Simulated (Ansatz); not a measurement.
System: sum formula MgO$_{2}$H$_{2}$ (charge 0, singlet). SMILES: [Mg]([OH])[OH]
Geometry from a B3LYP-D3(BJ)/def2-TZVP (Ansatz, a program for electronic structure) optimisation:
```
Mg
O 1 1.7715
H 2 0.9505 1 154.58
O 1 1.7715 3 171.19 2 -177.86
H 4 0.9505 1 154.58 3 -175.40
```
Charge 0, spin multiplicity 1.

Parts of the frozen-core correlation energy in STO-3G (Ansatz, hartree). Frozen orbitals: 7; correlated occupied orbitals by spin: 8 and 8; virtual: 6 and 6. Spin-orbit coupling is left out. No relativistic terms.

```csv
term,value
reference (HF),-345.93943
MP2 opposite-spin,-0.05741
MP2 same-spin,-0.01067
CCSD correlation,-0.08599
(T),-0.00330
FCI minus CCSD(T),-0.00021
T1 diagnostic,0.018
largest doubles amplitude,0.041
```
